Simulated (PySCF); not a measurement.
**Be⁺ (beryllium, charge +1) across methods**

[He] 2s1, 2S determinant. Calculation: PySCF 2.14, in cc-pVQZ (5s4p3d2f1g, 55 functions); the non-relativistic Hamiltonian (point nucleus).

```json
{"method": "r2SCAN", "E (hartree)": "-14.3254", "mean ε 1s α (eV)": "-120.05", "mean ε 1s β (eV)": "-119.64", "mean ε 2s α (eV)": "-14.587", "Σ⟨r²⟩ (bohr²)": "6.486", "⟨S²⟩": "0.750"}
{"method": "B97-3", "E (hartree)": "-14.3333", "mean ε 1s α (eV)": "-124.14", "mean ε 1s β (eV)": "-123.63", "mean ε 2s α (eV)": "-15.455", "Σ⟨r²⟩ (bohr²)": "6.420", "⟨S²⟩": "0.750"}
{"method": "PBE0", "E (hartree)": "-14.3064", "mean ε 1s α (eV)": "-123.54", "mean ε 1s β (eV)": "-122.89", "mean ε 2s α (eV)": "-15.472", "Σ⟨r²⟩ (bohr²)": "6.458", "⟨S²⟩": "0.750"}
{"method": "PBE", "E (hartree)": "-14.2983", "mean ε 1s α (eV)": "-117.69", "mean ε 1s β (eV)": "-117.18", "mean ε 2s α (eV)": "-14.459", "Σ⟨r²⟩ (bohr²)": "6.454", "⟨S²⟩": "0.750"}
{"method": "r2SCAN0", "E (hartree)": "-14.3259", "mean ε 1s α (eV)": "-125.26", "mean ε 1s β (eV)": "-124.68", "mean ε 2s α (eV)": "-15.515", "Σ⟨r²⟩ (bohr²)": "6.479", "⟨S²⟩": "0.750"}
{"method": "HSE06", "E (hartree)": "-14.3089", "mean ε 1s α (eV)": "-123.14", "mean ε 1s β (eV)": "-122.49", "mean ε 2s α (eV)": "-15.066", "Σ⟨r²⟩ (bohr²)": "6.459", "⟨S²⟩": "0.750"}
{"method": "UHF", "E (hartree)": "-14.27739", "mean ε 1s α (eV)": "-140.37", "mean ε 1s β (eV)": "-139.26", "mean ε 2s α (eV)": "-18.129", "Σ⟨r²⟩ (bohr²)": "6.556", "⟨S²⟩": "0.750"}
{"method": "LDA", "E (hartree)": "-14.1149", "mean ε 1s α (eV)": "-116.39", "mean ε 1s β (eV)": "-115.89", "mean ε 2s α (eV)": "-14.295", "Σ⟨r²⟩ (bohr²)": "6.524", "⟨S²⟩": "0.750"}
```

Estimate the same row for M06.

E (hartree) = -14.3321; mean ε 1s α (eV) = -123.79; mean ε 1s β (eV) = -123.24; mean ε 2s α (eV) = -15.032; Σ⟨r²⟩ (bohr²) = 6.539; ⟨S²⟩ = 0.750.
